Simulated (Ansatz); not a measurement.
A made-up structure of CH3ISi, singlet:

Si1  (-0.661, 0.219, -0.567)
C2  (0.530, 0.007, 0.634)
I3  (1.875, -1.566, 0.678)
H4  (0.541, -0.250, 1.662)
H5  (-1.582, 1.373, -0.520)
H6  (0.661, 0.692, 1.463)
(Å)

It is relaxed with PBE-D4/def2-SVP and then PBE0-D4/def2-TZVP (Ansatz 0.2.0). Atoms count as bonded within 1.22 times the sum of their covalent radii (H–H: 0.88 Å). The end point is not checked to be a true minimum.

(1) Does its bonding change? (A judgement: the text doesn't fix the answer.)

Answers

(1) The calculation gives: No: no bond forms or breaks.

Where it ends: The first stage lowers the energy by 3.47 eV in 8 steps. It ends as CH₃ISi ([SiH][CH2][I]):
```json
{"atom": "Si1", "x (Å)": "-0.5835", "y (Å)": "0.1533", "z (Å)": "-0.7520"}
{"atom": "C2", "x (Å)": "0.4839", "y (Å)": "-0.0293", "z (Å)": "0.8056"}
{"atom": "I3", "x (Å)": "2.0296", "y (Å)": "-1.5072", "z (Å)": "0.6495"}
{"atom": "H4", "x (Å)": "-0.1250", "y (Å)": "-0.3065", "z (Å)": "1.6709"}
{"atom": "H5", "x (Å)": "-1.4200", "y (Å)": "1.2525", "z (Å)": "-0.0828"}
{"atom": "H6", "x (Å)": "0.9785", "y (Å)": "0.9124", "z (Å)": "1.0598"}
```

Labels in which every atom is bracketed show which atoms are joined, not bond orders.

For scale, one of the runs: PBE0-D4/def2-TZVP relaxation, 136 basis functions, launched by `ansatz run in.yaml --threads 2 --pin off --events-out ev --progress --plain --max-ram 4352MiB`. The run took about 16 s on 2 CPU threads of an Intel Xeon Platinum 8223CL (shared host).
